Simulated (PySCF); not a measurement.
Ge(SH)(SiH3) (GeH₄SSi), SMILES [SiH3][Ge][SH] (connectivity only; charge and spin as stated), neutral, multiplicity 1. Atoms are numbered in the order given.

```xyz
7

Ge    -0.8279    -0.1928     0.0000
S      0.9800    -1.4914     0.0000
H      0.3358    -2.6858     0.0000
Si     0.5711     1.8414     0.0000
H      2.0507     1.6112     0.0000
H      0.2163     2.6629    -1.2040
H      0.2163     2.6629     1.2040
```
Charge 0, spin multiplicity 1.

Geometry optimised at r2SCAN-D4/def2-SVP. The values are those of a single conformer.

Method: TDDFT-B3LYP/def2-SVPD (PySCF).

Vertical excitations. The molecule is in vacuum. State labels are in the subgroup Cs.

Computed excitation energies, oscillator strengths and character:
```json
[
 {"state": "S1", "symmetry": "A\"", "energy (eV)": "2.46", "λ (nm)": "504", "f": "0.002", "main pairs": "HOMO→LUMO 100 %"},
 {"state": "S2", "symmetry": "A\"", "energy (eV)": "4.30", "λ (nm)": "288", "f": "0.005", "main pairs": "HOMO−2→LUMO 99 %"},
 {"state": "S3", "symmetry": "A'", "energy (eV)": "4.47", "λ (nm)": "278", "f": "0.041", "main pairs": "HOMO−1→LUMO 89 %"},
 {"state": "S4", "symmetry": "A'", "energy (eV)": "4.93", "λ (nm)": "251", "f": "0.052", "main pairs": "HOMO→LUMO+1 90 %"},
 {"state": "S5", "symmetry": "A'", "energy (eV)": "5.38", "λ (nm)": "230", "f": "0.087", "main pairs": "HOMO→LUMO+2 91 %"},
 {"state": "S6", "symmetry": "A\"", "energy (eV)": "5.55", "λ (nm)": "223", "f": "0.001", "main pairs": "HOMO−3→LUMO 99 %"},
 {"state": "S7", "symmetry": "A'", "energy (eV)": "5.76", "λ (nm)": "215", "f": "0.002", "main pairs": "HOMO−4→LUMO 84 %"},
 {"state": "S8", "symmetry": "A'", "energy (eV)": "6.14", "λ (nm)": "202", "f": "0.342", "main pairs": "HOMO→LUMO+3 71 %, HOMO→LUMO+4 14 %"},
 {"state": "S9", "symmetry": "A\"", "energy (eV)": "6.21", "λ (nm)": "200", "f": "0.013", "main pairs": "HOMO−1→LUMO+1 94 %"},
 {"state": "S10", "symmetry": "A'", "energy (eV)": "6.34", "λ (nm)": "196", "f": "0.137", "main pairs": "HOMO→LUMO+4 82 %"},
 {"state": "T1", "symmetry": "A\"", "energy (eV)": "1.72", "λ (nm)": "720", "f": "0", "main pairs": "HOMO→LUMO 99 %"},
 {"state": "T2", "symmetry": "A'", "energy (eV)": "3.34", "λ (nm)": "372", "f": "0", "main pairs": "HOMO−1→LUMO 99 %"},
 {"state": "T3", "symmetry": "A\"", "energy (eV)": "3.73", "λ (nm)": "332", "f": "0", "main pairs": "HOMO−2→LUMO 98 %"},
 {"state": "T4", "symmetry": "A'", "energy (eV)": "4.24", "λ (nm)": "293", "f": "0", "main pairs": "HOMO→LUMO+1 94 %"}
]
```
Triplets are in the Tamm–Dancoff approximation, which puts them higher than full response would, so one can lie above its singlet here.
